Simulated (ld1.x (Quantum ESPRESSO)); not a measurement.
What the settings do to the TM potential of rhenium

Base potential:

rhenium (Re), norm-conserving Troullier–Martins (Kleinman–Bylander form), made with ld1.x (Quantum ESPRESSO) 7.5 (PW91, scalar-relativistic). Core [Xe], reference 4f14 5d5 6s2 6p0. Waves: 6p (bound, empty): rc 2.65 bohr; 5d (bound): rc 1.80 bohr; 4f (bound): rc 0.80 bohr; 6s (bound): rc 2.05 bohr. Local part: the s channel. Core correction: Bessel-smoothed model core inside 0.50 bohr.

Cutoffs, loose and tight: the cutoffs (Ry, on a coarse ladder) from which the occupation-weighted sum of valence levels, in a spherical-Bessel basis at the reference potential, stays within 10 and 1 mRy of its value at 400 Ry. They do not see the model core or the augmentation charge, which bear on the density cutoff. Test errors are all-electron minus pseudo excitation energies from the reference, over the configurations 4f14 5d5 6s1 6p0; 4f14 5d5 6s0 6p0; 4f14 5d4 6s0 6p0; 4f14 5d5.5 6s1.5 6p0; 4f13 5d6 6s1 6p0; 4f14 5d6 6s0 6p0; 4f14 5d4 6s2 6p0. A dash means not determined; rows that change the core or the reference have their own tests. The largest error is taken over the tests solved by every variant that gives reliable tests at all: 4f13 5d6 6s1 6p0; 4f14 5d4 6s0 6p0; 4f14 5d4 6s2 6p0; 4f14 5d5 6s0 6p0; 4f14 5d5 6s1 6p0; 4f14 5d6 6s0 6p0.

Cutoffs are not given where the Bessel-basis levels miss the radial ones by over 6 mRy, ghosts where they miss by over 20 mRy; a channel whose overlap is not positive is not tested.

```csv
change,outcome,bound ghosts,largest test error (meV)
base,generated,not determined,-2487
core correction none,generated,not determined,-2198
core correction Bessel-smoothed model core inside 0.34 bohr,generated,not determined,-2484
core correction Bessel-smoothed model core inside 0.44 bohr,generated,not determined,-2487
core correction Bessel-smoothed model core inside 0.56 bohr,generated,not determined,-2490
core correction Bessel-smoothed model core inside 0.66 bohr,generated,not determined,-2487
core correction Bessel-smoothed model core inside 0.74 bohr,generated,not determined,-2475
core correction Bessel-smoothed model core inside 0.86 bohr,generated,not determined,-2437
core correction Bessel-smoothed model core inside 0.94 bohr,generated,not determined,-2417
```
